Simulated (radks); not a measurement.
Values are calculated unless marked as measured or tabulated.
Task: Coherent X-ray form factor from a spherical all-electron density. Level of theory: scalar-relativistic Kohn-Sham, PBEsol, spin-polarised, spherical densities, point nucleus (a radial shooting solver on a logarithmic mesh with Libxc functionals).

| sin(theta)/lambda (1/angstrom) | f0 (electrons) |
|---|---|
| 0.05 | 66.734 |
| 0.1 | 63.846 |
| 0.15 | 60.515 |
| 0.2 | 57.081 |
| 0.25 | 53.606 |
| 0.3 | 50.193 |
| 0.4 | 43.963 |
| 0.5 | 38.736 |
| 0.6 | 34.373 |
| 0.8 | 27.505 |
| 1 | 22.578 |
| 1.25 | 18.574 |
| 1.5 | 16.070 |
| 2 | 12.565 |

The species is in the configuration that NIST lists as its ground one. Which atom or ion scatters so?

Result: Neutral erbium, [Xe] 4f12 6s2. Extrapolating in s^2 from the first two rows gives f0(0) = 67.7, near the electron count 68; among species with that count, the fall with angle is slower the higher Z, and the table is that of Z = 68; from so few rows the species is fixed only to a neighbour or two.
